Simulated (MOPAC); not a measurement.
Input file for MOPAC: PM7 on BeP-, 2S+1 = 3, a spin state set in the input, which need not be the lowest, a point of a bond scan (R = 2.018 Å). Charge -1.

```
PM7 1SCF PRECISE CHARGE=-1 UHF MS=1 THREADS=1
BeP

Be     0.00000000 1     0.00000000 1     0.00000000 1
P      0.00000000 1     0.00000000 1     2.01845000 1
```

Program output:

```
*******************************************************************************
 **                                                                           **
 **                              MOPAC v23.2.5                                **
 **                                                                           **
 *******************************************************************************
 ** MOPAC's Digital Object Identifier: https://doi.org/10.5281/zenodo.6511958 **
 **                                                                           **
 ** Please cite the open-source release paper for use of this MOPAC version:  **
 ** J. E. Moussa and J. J. P. Stewart (2026)                                  **
 ** MOPAC: An open-source semiempirical molecular orbital program             **
 ** J. Open Source Softw., 11(119), 8025, https://doi.org/10.21105/joss.08025 **
 *******************************************************************************

                              PM7 CALCULATION RESULTS

 *******************************************************************************
 *  PM7        - The PM7 Hamiltonian to be used
 *  UHF        - UNRESTRICTED HARTREE-FOCK CALCULATION
 *
 *
 *
 *                 CHARGE ON SYSTEM = -1
 *
 *
 *
 *  MS=        - IN MECI, MAGNETIC COMPONENT OF SPIN =  1.0
 *  PRECISE    - TIGHTER CRITERIA TO BE USED
 *  1SCF       - DO 1 SCF AND THEN STOP
 *  THREADS=1  - MULTI-THREADING NOT USED
 *  T=         - A TIME OF 172800.0 SECONDS REQUESTED
 *  DUMP=N     - RESTART FILE WRITTEN EVERY 7200.0 SECONDS REQUESTED
 *******************************************************************************
PM7 1SCF PRECISE CHARGE=-1 UHF MS=1 THREADS=1
 BeP

   ATOM   CHEMICAL          X               Y               Z
  NUMBER   SYMBOL      (ANGSTROMS)     (ANGSTROMS)     (ANGSTROMS)

     1      Be          0.00000000  *   0.00000000  *   0.00000000  *
     2       P          0.00000000  *   0.00000000  *   2.01845000  *



          CARTESIAN COORDINATES

    NO.       ATOM           X           Y           Z

     1        Be          0.0000      0.0000      0.0000
     2         P          0.0000      0.0000      2.0185

 General Reference for PM7:
 "Optimization of Parameters for Semiempirical Methods VI: More Modifications to the
 NDDO Approximations and Re-optimization of Parameters", J. J. P. Stewart, J. Mol. Mod., 1:32, 19 (2013)
 https://link.springer.com/article/10.1007/s00894-012-1667-x

           Empirical Formula: Be P  =     2 atoms



      MOLECULAR POINT GROUP   :   C*v


          UHF CALCULATION, NO. OF ALPHA ELECTRONS =    5
                           NO. OF BETA  ELECTRONS =    3

 -------------------------------------------------------------------------------
 PM7 1SCF PRECISE CHARGE=-1 UHF MS=1 THREADS=1
 BeP



     1SCF WAS SPECIFIED, SO BFGS WAS NOT USED
     SCF FIELD WAS ACHIEVED


                              PM7 CALCULATION
                                                       MOPAC v23.2.5 Linux




          FINAL HEAT OF FORMATION =        -53.15191 KCAL/MOL =    -222.38758 KJ/MOL


          COSMO AREA              =         84.89 SQUARE ANGSTROMS
          COSMO VOLUME            =         69.26 CUBIC ANGSTROMS

          IONIZATION POTENTIAL    =          4.307375 EV
          ALPHA SOMO LUMO (EV)    =         -5.318  5.996
          BETA  SOMO LUMO (EV)    =         -4.307 -1.193
          NO. OF ALPHA ELECTRONS  =          5
          NO. OF BETA  ELECTRONS  =          3
          MOLECULAR WEIGHT        =         39.9859         POINT GROUP:  C*v

          MOLECULAR DIMENSIONS (Angstroms)

            Atom       Atom       Distance
            P     2   Be     1     2.01845
            P     2   Be     1     0.00000
           Be     1    P     2     0.00000


          SCF CALCULATIONS        =          1





   ATOM   CHEMICAL          X               Y               Z
  NUMBER   SYMBOL      (ANGSTROMS)     (ANGSTROMS)     (ANGSTROMS)

     1      Be          0.00000000  *   0.00000000  *   0.00000000  *
     2       P          0.00000000  *   0.00000000  *   2.01845000  *

                             CARTESIAN COORDINATES

   1   Be        0.000000000     0.000000000     0.000000000
   2    P        0.000000000     0.000000000     2.018450000


           Empirical Formula: Be P  =     2 atoms



      MOLECULAR POINT GROUP   :   C*v


          ALPHA EIGENVALUES
 -38.90326  -8.68626  -7.10889  -5.32375  -5.31809   5.99601   6.08906   6.87043
 112.83282 112.85313 112.86463 112.91161 112.91778


           BETA EIGENVALUES
 -37.23505  -7.88436  -4.30737  -1.19293   4.78448   6.13066   6.41090   6.70341
 112.84305 112.85713 112.86963 112.92407 112.92869


              NET ATOMIC CHARGES AND DIPOLE CONTRIBUTIONS

  ATOM NO.   TYPE          CHARGE      No. of ELECS.   s-Pop       p-Pop       d-Pop
    1         Be           0.337628        1.6624     0.94853     0.71384
    2          P          -1.337628        6.3376     1.93263     4.40178     0.00322
 DIPOLE           X         Y         Z       TOTAL
 POINT-CHG.     0.000     0.000    -5.458     5.458
 HYBRID         0.000     0.000     0.515     0.515
 SUM            0.000     0.000    -4.943     4.943


          ATOMIC ORBITAL ELECTRON POPULATIONS

     Atom    s        px        py        pz      x^2-y^2     xz        z^2       yz        xy
    1 Be   0.94853   0.07518   0.02039   0.61827
    2  P   1.93263   1.92458   0.97955   1.49765   0.00000   0.00024   0.00292   0.00006   0.00000


                    (SZ)    =    1.000000
                    (S**2)  =    2.006385


          ATOMIC ORBITAL SPIN POPULATIONS

    Atom   Total    s     px     py     pz   x^2-y^2  xz     z^2    yz     xy
         Atomic
    1 Be  0.9252  0.542 -0.011  0.020  0.374
    2  P  1.0748  0.005  0.011  0.980  0.080  0.000 -0.000 -0.000  0.000  0.000

 **********************
 *                    *
 * JOB ENDED NORMALLY *
 *                    *
 **********************




 == MOPAC DONE ==
```

The run finished.

Cost: about 0.020 core-seconds (a rough figure).
